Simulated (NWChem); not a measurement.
CrH₂SO₃; SMILES [O]=[Cr]([SH])([OH])=[O]

```xyz
7

Cr     0.0861     0.3709    -0.0041
O      0.9255     0.7963     1.2440
O      0.8037     0.6927    -1.3540
O     -1.4816     1.1456     0.0910
H     -1.9088     1.2722    -0.7822
S     -0.1141    -1.8352    -0.0187
H     -0.3124    -1.8868     1.3319
```
Atoms are numbered in this order, from 1.

Program: NWChem. Pople sets run with spherical d functions. All runs use the structure optimised with PBE-D3(BJ)/def2-SVP. Level M06-L/6-31G*: energy and gradient on several grids; changes count from the extra-fine grid, which is no exact limit either.

```csv
grid,size of the energy change (μHa),largest change of a gradient component (μHa/bohr)
xcoarse,6000,10000
coarse,300,2000
medium,100,500
fine,< 10,200
xfine,< 10,< 30
```
